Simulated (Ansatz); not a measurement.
A nudged elastic band was laid between two geometries of GeH₁₀N₂Si₂ (15 atoms, charge 0, multiplicity 1).

All numbers below come from RHF/def2-SVP (Ansatz).

```yaml
movable_images: 9
climbing_image: from the first iteration
spring: 5.0 eV/Å²
optimiser: lbfgs
start_path: through a guess of the saddle point
force_threshold: 0.05 eV/Å
iteration_limit: 59
end_points: relaxed
```

Initial state:

```xyz
15
Properties=species:S:1:pos:R:3
N -0.638 1.689 1.901
Si -0.612 -0.026 1.651
Si 0.794 -0.538 -0.195
N 0.834 -2.226 -0.616
Ge 0.095 0.696 -2.155
H -0.743 2.322 1.132
H -1.033 2.078 2.735
H -1.950 -0.639 1.392
H -0.114 -0.663 2.898
H 2.182 -0.132 0.144
H 0.022 -2.679 -0.989
H 1.379 -2.867 -0.071
H -0.173 2.175 -1.814
H 1.151 0.648 -3.269
H -1.216 0.112 -2.715
```

Final state:

```xyz
15
Properties=species:S:1:pos:R:3
N -0.903 1.664 1.697
Si -0.673 -0.054 1.610
Si 0.811 -0.541 -0.180
N 0.909 -2.227 -0.598
Ge 0.130 0.729 -2.121
H -1.666 2.051 2.219
H -0.118 2.286 1.707
H -2.002 -0.665 1.342
H -0.183 -0.685 2.872
H 2.182 -0.106 0.203
H 0.121 -2.702 -0.992
H 1.460 -2.853 -0.042
H 0.223 2.240 -1.849
H 1.016 0.406 -3.336
H -1.327 0.407 -2.501
```

(1) Which bonds break or form, and what moves?

(2) What energy profile does the band end with?

(3) What is the geometry of the highest image?

Answers

(1) No bond is made or broken. The dihedral H6–N1–Si2–H9 goes from 166 to -72°.

(2) It converged. The highest image is number 5 of 0 to 10, 1.8 kcal/mol above the first end and 2.2 kcal/mol above the last; the last end lies 0.3 kcal/mol below the first. The order of the stationary point at the top wasn't checked.

| image | path coordinate (Å) | energy (kcal/mol) | dihedral H6–N1–Si2–H9 (°) |
| --- | --- | --- | --- |
| 0 | 0.00 | 0.0 | 166 |
| 1 | 0.30 | 0.2 | 179 |
| 2 | 0.60 | 0.6 | -169 |
| 3 | 0.89 | 1.2 | -158 |
| 4 | 1.18 | 1.6 | -146 |
| 5 | 1.47 | 1.8 | -132 |
| 6 | 1.74 | 1.4 | -119 |
| 7 | 2.03 | 0.8 | -106 |
| 8 | 2.32 | 0.2 | -93 |
| 9 | 2.62 | -0.2 | -82 |
| 10 | 2.92 | -0.3 | -72 |

(3) 
```xyz
15
Properties=species:S:1:pos:R:3
N -0.784 1.673 1.934
Si -0.612 -0.001 1.529
Si 0.884 -0.488 -0.239
N 0.887 -2.210 -0.538
Ge 0.160 0.676 -2.229
H -1.592 2.197 1.665
H -0.339 2.065 2.740
H -1.935 -0.532 1.090
H -0.190 -0.774 2.730
H 2.272 -0.068 0.089
H 0.049 -2.622 -0.903
H 1.268 -2.805 0.175
H 0.066 2.187 -1.957
H 1.091 0.459 -3.432
H -1.248 0.191 -2.624
```

The run took 22 min on 2 threads of Arm Neoverse V2, on a shared host, peak memory 0.44 GiB.
